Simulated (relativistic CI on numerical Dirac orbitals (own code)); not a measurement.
# Line list: Electric-dipole lines, Au XLII

Calculated at this level of theory: Dirac-Coulomb-Breit CI, KLI orbitals optimised for each configuration, a model potential for QED, unscaled Slater integrals (own radial code, finite nucleus).

Configuration list (outside the closed core [Ar] 3d10): 4s2.4p6.4d2, 4s2.4p6.4d.4f, 4s2.4p5.4d3, 4s.4p6.4d3, 4s2.4p5.4d2.4f, 4s.4p6.4d2.4f, 4s2.4p6.4d.5s, 4s2.4p6.4f.5s, 4s2.4p6.4d.5p, 4s2.4p6.4f2, 4s2.4p5.4f3, 4s.4p6.4f3, 4s2.4p6.4f.5p, 4s2.4p5.4f2.5p, 4s.4p6.4f2.5p. Double excitations out of closed p, d and f shells are left out; levels of such configurations are missing from the list, as are those of other unlisted configurations, and high levels can miss mixing partners.

| λ vac (nm) | Lower | Upper | A (s⁻¹) | E lower (10³ cm⁻¹) | E upper (10³ cm⁻¹) |
| --- | --- | --- | --- | --- | --- |
| 3.6112 | 4s2.4p6.4d2 3F_2 [1] | 4s2.4p5.4d3 3D°_1 [109] | 3.99e+12 | 0.0 | 2769.2 |
| 3.6171 | 4s2.4p6.4d2 3F_3 [3] | 4s2.4p5.4d3 3D°_2 [123] | 1.22e+12 | 203.3 | 2968.0 |
| 3.6314 | 4s2.4p6.4d2 3F_3 [3] | 4s2.4p5.4d3 1G°_4 [122] | 1.01e+12 | 203.3 | 2957.1 |
| 3.6630 | 4s2.4p6.4d2 3P_2 [4] | 4s2.4p5.4d3 3S°_1 [125] | 3.99e+12 | 239.0 | 2969.0 |
| 3.6632 | 4s2.4p6.4d2 3P_2 [4] | 4s2.4p5.4d3 3D°_3 [124] | 1.10e+12 | 239.0 | 2968.8 |
| 3.6803 | 4s2.4p6.4d2 1G_4 [6] | 4s2.4p5.4d3 3D°_3 [124] | 1.44e+12 | 251.7 | 2968.8 |
| 3.6810 | 4s2.4p6.4d2 3P_1 [5] | 4s2.4p5.4d3 3D°_2 [123] | 2.68e+12 | 251.3 | 2968.0 |
| 3.6962 | 4s2.4p6.4d2 1G_4 [6] | 4s2.4p5.4d3 1G°_4 [122] | 4.15e+12 | 251.7 | 2957.1 |
| 3.7116 | 4s2.4p6.4d2 3F_3 [3] | 4s2.4p5.4d3 3D°_2 [113] | 1.48e+12 | 203.3 | 2897.6 |
| 3.7145 | 4s2.4p6.4d2 1G_4 [6] | 4s2.4p5.4d3 3G°_3 [120] | 1.24e+12 | 251.7 | 2943.8 |
| 3.7167 | 4s2.4p6.4d2 3P_0 [2] | 4s2.4p5.4d3 3D°_1 [109] | 2.03e+12 | 78.6 | 2769.2 |
| 3.7332 | 4s2.4p6.4d2 3F_4 [7] | 4s2.4p5.4d3 3F°_4 [130] | 2.15e+12 | 436.5 | 3115.2 |
| 3.7340 | 4s2.4p6.4d2 1D_2 [8] | 4s2.4p5.4d3 3D°_3 [133] | 2.55e+12 | 463.0 | 3141.1 |
| 3.7354 | 4s2.4p6.4d2 1S_0 [9] | 4s2.4p5.4d3 3D°_1 [139] | 3.12e+12 | 555.1 | 3232.2 |
| 3.7375 | 4s2.4p6.4d2 3F_4 [7] | 4s2.4p5.4d3 3D°_3 [129] | 2.74e+12 | 436.5 | 3112.1 |
| 3.7465 | 4s2.4p6.4d2 1D_2 [8] | 4s2.4p5.4d3 3P°_2 [132] | 2.97e+12 | 463.0 | 3132.2 |
| 3.7528 | 4s2.4p6.4d2 3F_3 [3] | 4s2.4p5.4d3 3D°_2 [110] | 1.35e+12 | 203.3 | 2868.0 |
| 3.7528 | 4s2.4p6.4d2 3F_4 [7] | 4s2.4p5.4d3 3G°_5 [128] | 3.29e+12 | 436.5 | 3101.2 |
| 3.7593 | 4s2.4p6.4d2 1D_2 [8] | 4s2.4p5.4d3 1P°_1 [131] | 3.76e+12 | 463.0 | 3123.1 |
| 3.7728 | 4s2.4p6.4d2 3F_4 [7] | 4s2.4p5.4d3 3F°_4 [127] | 1.83e+12 | 436.5 | 3087.0 |
| 3.8424 | 4s2.4p6.4d2 3F_2 [1] | 4s2.4p5.4d3 3F°_2 [102] | 3.31e+12 | 0.0 | 2602.5 |
| 3.9458 | 4s2.4p6.4d2 3F_3 [3] | 4s2.4p5.4d3 3G°_4 [107] | 1.19e+12 | 203.3 | 2737.7 |
| 3.9819 | 4s2.4p6.4d2 3F_3 [3] | 4s2.4p5.4d3 5G°_3 [103] | 1.06e+12 | 203.3 | 2714.7 |
| 3.9993 | 4s2.4p6.4d2 1G_4 [6] | 4s2.4p5.4d3 1H°_5 [108] | 1.45e+12 | 251.7 | 2752.1 |
| 4.0308 | 4s2.4p6.4d2 3P_2 [4] | 4s2.4p5.4d3 3D°_2 [104] | 1.24e+12 | 239.0 | 2719.9 |
| 4.6080 | 4s2.4p6.4d2 3F_2 [1] | 4s2.4p6.4d.4f 3G°_3 [82] | 2.30e+12 | 0.0 | 2170.1 |
| 4.6420 | 4s2.4p6.4d2 3F_2 [1] | 4s2.4p5.4d3 1F°_3 [80] | 7.20e+11 | 0.0 | 2154.2 |
| 4.7179 | 4s2.4p6.4d2 1G_4 [6] | 4s2.4p6.4d.4f 1H°_5 [99] | 4.26e+11 | 251.7 | 2371.2 |
| 4.7377 | 4s2.4p6.4d2 3P_0 [2] | 4s2.4p6.4d.4f 3D°_1 [85] | 1.80e+12 | 78.6 | 2189.3 |
| 4.7568 | 4s2.4p6.4d2 3F_3 [3] | 4s2.4p6.4d.4f 3G°_4 [90] | 1.36e+12 | 203.3 | 2305.6 |
| 4.7594 | 4s2.4p6.4d2 3F_3 [3] | 4s2.4p6.4d.4f 3G°_3 [89] | 7.43e+11 | 203.3 | 2304.5 |
| 4.8186 | 4s2.4p6.4d2 3P_2 [4] | 4s2.4p6.4d.4f 3D°_2 [91] | 1.01e+12 | 239.0 | 2314.3 |
| 4.8414 | 4s2.4p6.4d2 3P_2 [4] | 4s2.4p6.4d.4f 3G°_3 [89] | 9.89e+11 | 239.0 | 2304.5 |
| 4.8478 | 4s2.4p6.4d2 1G_4 [6] | 4s2.4p6.4d.4f 3G°_5 [92] | 1.21e+12 | 251.7 | 2314.5 |
| 4.8687 | 4s2.4p6.4d2 1G_4 [6] | 4s2.4p6.4d.4f 3G°_4 [90] | 6.62e+11 | 251.7 | 2305.6 |
| 4.9364 | 4s2.4p5.4d3 3F°_3 [13] | 4s2.4p5.4d2.4f 3G_4 [183] | 8.53e+11 | 1467.4 | 3493.2 |
| 4.9848 | 4s2.4p6.4d2 3F_2 [1] | 4s2.4p6.4d.4f 1D°_2 [61] | 7.87e+11 | 0.0 | 2006.1 |
| 5.1687 | 4s2.4p6.4d2 3F_4 [7] | 4s2.4p6.4d.4f 1H°_5 [99] | 6.64e+11 | 436.5 | 2371.2 |
| 5.2350 | 4s2.4p6.4d2 1D_2 [8] | 4s2.4p6.4d.4f 1F°_3 [100] | 1.03e+12 | 463.0 | 2373.2 |
| 5.2484 | 4s2.4p6.4d2 1D_2 [8] | 4s2.4p6.4d.4f 3P°_2 [97] | 9.00e+11 | 463.0 | 2368.3 |
| 5.2548 | 4s2.4p6.4d2 3F_4 [7] | 4s2.4p6.4d.4f 3F°_4 [96] | 1.21e+12 | 436.5 | 2339.6 |
| 5.2561 | 4s2.4p6.4d2 1G_4 [6] | 4s2.4p5.4d3 1F°_3 [80] | 7.67e+11 | 251.7 | 2154.2 |
| 5.2930 | 4s2.4p6.4d2 3F_4 [7] | 4s2.4p5.4d3 3D°_3 [94] | 9.73e+11 | 436.5 | 2325.8 |
| 5.3667 | 4s2.4p6.4d2 3F_3 [3] | 4s2.4p5.4d3 3D°_2 [71] | 6.03e+11 | 203.3 | 2066.7 |
| 5.4350 | 4s2.4p6.4d2 1G_4 [6] | 4s2.4p5.4d3 3F°_4 [75] | 5.34e+11 | 251.7 | 2091.6 |

Terms are leading LS components. Brackets give the number of a level in order of energy, since labels repeat. The list gives strong lines, with weight on those to low levels, without lines whose two gauges differ by over a factor of 2.5, among the lowest 200 of 1718 levels, so that lines to higher ones, which can be the strongest, are missing. Levels whose partners in the same complex of configurations lie outside the list can be far off, and so can their lines. Rates are taken at the computed energies, electric ones in the length gauge.

At this charge energies of transitions that change n are usually good to better than 1 %, and those within a shell (Δn = 0) to a few per cent.

LS names give the leading component of a level, which can be under half, so a name can repeat, a term be missing and a line seem to break the LS rules.
